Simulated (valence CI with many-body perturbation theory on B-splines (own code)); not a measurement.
**E1 transitions of Pr44+**

Level of theory: configuration interaction combined with many-body perturbation theory (CI+MBPT): five valence electrons over a frozen Dirac-Fock core [Ne], radial functions for each j: 9 s, 9 p, 8 d, 6 f, 3 g, 1 h, with the one-electron correlation potential Σ1 (screened to all orders), the two-electron term Σ2, the three-electron term Σ3, Breit, model QED; selected single and double excitations, second order for the rest (own B-spline code, finite nucleus).

No measured spectrum was set against this ion. As an estimate, large intervals hold to a few tenths of a per cent, small ones and those within an open d or f shell to about a per cent. Among the levels kept, up to 510 cm⁻¹ of a level comes from second order outside the variational space, and about a tenth of that is noise between levels of different J, which matters for small intervals.

Lines 101 to 150 of 187 in falling wavelength, among levels below 33.802 Ry, chosen from the strongest by gf and those to the six lowest levels. Wavelengths and rates use the calculated energies. Electric multipoles are in the length gauge, E1 and E2 with the static RPA response of the core. Weak lines are less certain than strong ones. Lines between different terms over intervals too small for the method are left out, as are lines whose strength nearly cancels. The highest levels of a list are the least certain.

Levels are named by their leading jj configuration (3d3/2^4 stands for four electrons in 3d with j = 3/2), which in mixed levels can hold well under half, so a name can repeat and another be missing. Letters in brackets count levels of one name in rising energy.

```tsv
λ vac (nm)	Upper	Lower	A (s⁻¹)	S (a.u.)
6.404	(3s^2 3p3/2^2 3d5/2) J=1/2	(3s^2 3p3/2^3) J=3/2	7.26e+09	1.88e-03
6.347	(3s 3p1/2^2 3p3/2 3d3/2) J=5/2 [a]	(3s^2 3p1/2^2 3d5/2) J=5/2	7.49e+06	5.67e-06
6.294	(3s 3p1/2^2 3p3/2 3d3/2) J=3/2 [a]	(3s^2 3p1/2^2 3d5/2) J=5/2	9.19e+08	4.53e-04
6.280	(3s^2 3p1/2 3p3/2 3d3/2) J=3/2 [b]	(3s^2 3p1/2 3p3/2^2) J=5/2	8.09e+08	3.96e-04
6.267	(3s^2 3p1/2 3p3/2 3d5/2) J=5/2 [a]	(3s^2 3p1/2 3p3/2^2) J=5/2	1.86e+10	1.36e-02
6.257	(3s^2 3p3/2^2 3d3/2) J=3/2 [b]	(3s^2 3p3/2^3) J=3/2	4.04e+09	1.95e-03
6.185	(3s^2 3p1/2 3p3/2 3d3/2) J=5/2 [b]	(3s^2 3p1/2 3p3/2^2) J=3/2	9.43e+09	6.61e-03
6.157	(3s 3p1/2^2 3p3/2 3d3/2) J=7/2	(3s^2 3p1/2^2 3d5/2) J=5/2	3.64e+09	3.35e-03
6.140	(3s^2 3p1/2 3p3/2 3d5/2) J=3/2 [a]	(3s^2 3p1/2 3p3/2^2) J=3/2	1.85e+10	8.44e-03
6.066	(3s 3p1/2^2 3p3/2 3d5/2) J=5/2	(3s 3p1/2^2 3p3/2^2) J=5/2	3.29e+10	2.17e-02
6.053	(3s^2 3p1/2^2 3d5/2) J=5/2	(3s^2 3p1/2^2 3p3/2) J=3/2	4.36e+10	2.86e-02
6.002	(3s^2 3p1/2 3p3/2 3d3/2) J=3/2 [b]	(3s^2 3p1/2 3p3/2^2) J=3/2	4.83e+08	2.06e-04
5.993	(3s^2 3p1/2 3p3/2 3d3/2) J=1/2 [b]	(3s^2 3p1/2 3p3/2^2) J=3/2	1.52e+09	3.23e-04
5.991	(3s^2 3p1/2 3p3/2 3d5/2) J=5/2 [a]	(3s^2 3p1/2 3p3/2^2) J=3/2	3.66e+09	2.33e-03
5.878	(3s^2 3p1/2 3p3/2 3d5/2) J=3/2 [b]	(3s^2 3p1/2 3p3/2^2) J=1/2	7.44e+10	2.98e-02
5.866	(3s 3p1/2^2 3p3/2 3d5/2) J=3/2	(3s 3p1/2^2 3p3/2^2) J=5/2	1.25e+10	4.97e-03
5.827	(3s^2 3p1/2 3p3/2 3d5/2) J=1/2	(3s^2 3p1/2 3p3/2^2) J=1/2	1.09e+11	2.12e-02
5.821	(3s 3p1/2^2 3p3/2 3d5/2) J=7/2	(3s 3p1/2^2 3p3/2^2) J=5/2	9.16e+10	7.13e-02
5.766	(3s 3p1/2^2 3p3/2 3d3/2) J=3/2 [b]	(3s^2 3p1/2^2 3d5/2) J=5/2	4.76e+09	1.80e-03
5.727	(3s^2 3p1/2 3p3/2 3d5/2) J=7/2 [b]	(3s^2 3p1/2 3p3/2^2) J=5/2	1.72e+11	1.27e-01
5.681	(3s^2 3p1/2 3p3/2 3d5/2) J=5/2 [b]	(3s^2 3p1/2 3p3/2^2) J=5/2	2.55e+10	1.39e-02
5.579	(3s^2 3p1/2 3p3/2 3d5/2) J=3/2 [b]	(3s^2 3p1/2 3p3/2^2) J=5/2	3.53e+10	1.21e-02
5.453	(3s^2 3p1/2 3p3/2 3d5/2) J=5/2 [b]	(3s^2 3p1/2 3p3/2^2) J=3/2	3.00e+11	1.44e-01
5.452	(3s 3p1/2^2 3p3/2 3d3/2) J=5/2 [b]	(3s^2 3p1/2^2 3d5/2) J=5/2	3.04e+09	1.46e-03
5.423	(3s 3p1/2 3p3/2^3) J=3/2 [a]	(3s^2 3p1/2 3p3/2^2) J=1/2	2.32e+10	7.30e-03
5.408	(3s 3p1/2^2 3p3/2 3d3/2) J=5/2 [a]	(3s^2 3p1/2^2 3d3/2) J=3/2	6.42e+08	3.01e-04
5.369	(3s 3p1/2^2 3p3/2 3d3/2) J=3/2 [a]	(3s^2 3p1/2^2 3d3/2) J=3/2	5.19e+09	1.59e-03
5.358	(3s^2 3p1/2 3p3/2 3d5/2) J=3/2 [b]	(3s^2 3p1/2 3p3/2^2) J=3/2	1.10e+10	3.34e-03
5.347	(3s 3p1/2^2 3p3/2 3d3/2) J=1/2 [a]	(3s^2 3p1/2^2 3d3/2) J=3/2	6.86e+08	1.03e-04
5.316	(3s^2 3p1/2 3p3/2 3d5/2) J=1/2	(3s^2 3p1/2 3p3/2^2) J=3/2	7.42e+10	1.10e-02
5.264	(3s 3p1/2^2 3p3/2 3d5/2) J=5/2	(3s^2 3p1/2^2 3d5/2) J=5/2	5.90e+10	2.55e-02
5.255	(3s 3p1/2^2 3p3/2^2) J=5/2	(3s^2 3p1/2^2 3p3/2) J=3/2	9.61e+10	4.13e-02
5.167	(3s 3p1/2 3p3/2^3) J=3/2 [a]	(3s^2 3p1/2 3p3/2^2) J=5/2	2.22e+10	6.04e-03
5.114	(3s 3p1/2^2 3p3/2 3d5/2) J=3/2	(3s^2 3p1/2^2 3d5/2) J=5/2	3.20e+10	8.44e-03
5.079	(3s 3p1/2^2 3p3/2 3d5/2) J=7/2	(3s^2 3p1/2^2 3d5/2) J=5/2	1.87e+10	9.68e-03
4.981	(3s 3p1/2^2 3p3/2 3d3/2) J=3/2 [b]	(3s^2 3p1/2^2 3d3/2) J=3/2	1.01e+11	2.47e-02
4.977	(3s 3p1/2 3p3/2^3) J=3/2 [a]	(3s^2 3p1/2 3p3/2^2) J=3/2	2.58e+11	6.29e-02
4.945	(3s 3p1/2 3p3/2^3) J=5/2	(3s^2 3p1/2 3p3/2^2) J=5/2	2.86e+11	1.02e-01
4.860	(3s 3p1/2 3p3/2^3) J=1/2	(3s^2 3p1/2 3p3/2^2) J=1/2	3.93e+11	4.46e-02
4.843	(3s 3p1/2 3p3/2^3) J=3/2 [b]	(3s^2 3p1/2 3p3/2^2) J=1/2	8.11e+10	1.82e-02
4.830	(3s 3p1/2^2 3p3/2^2) J=1/2	(3s^2 3p1/2^2 3p3/2) J=3/2	1.25e+11	1.40e-02
4.823	(3s 3p1/2^2 3p3/2^2) J=3/2	(3s^2 3p1/2^2 3p3/2) J=3/2	1.92e+11	4.25e-02
4.771	(3s 3p1/2 3p3/2^3) J=5/2	(3s^2 3p1/2 3p3/2^2) J=3/2	3.38e+09	1.09e-03
4.745	(3s 3p1/2^2 3p3/2 3d3/2) J=5/2 [b]	(3s^2 3p1/2^2 3d3/2) J=3/2	2.37e+11	7.50e-02
4.691	(3s 3p1/2^2 3p3/2 3d3/2) J=1/2 [b]	(3s^2 3p1/2^2 3d3/2) J=3/2	2.65e+11	2.70e-02
4.638	(3s 3p1/2 3p3/2^3) J=3/2 [b]	(3s^2 3p1/2 3p3/2^2) J=5/2	4.62e+11	9.10e-02
4.602	(3s 3p1/2^2 3p3/2 3d5/2) J=5/2	(3s^2 3p1/2^2 3d3/2) J=3/2	5.08e+08	1.47e-04
4.499	(3s 3p1/2 3p3/2^3) J=1/2	(3s^2 3p1/2 3p3/2^2) J=3/2	1.73e+11	1.56e-02
4.486	(3s 3p1/2^2 3p3/2 3d5/2) J=3/2	(3s^2 3p1/2^2 3d3/2) J=3/2	8.37e+09	1.49e-03
4.485	(3s 3p1/2 3p3/2^3) J=3/2 [b]	(3s^2 3p1/2 3p3/2^2) J=3/2	7.18e+10	1.28e-02
```
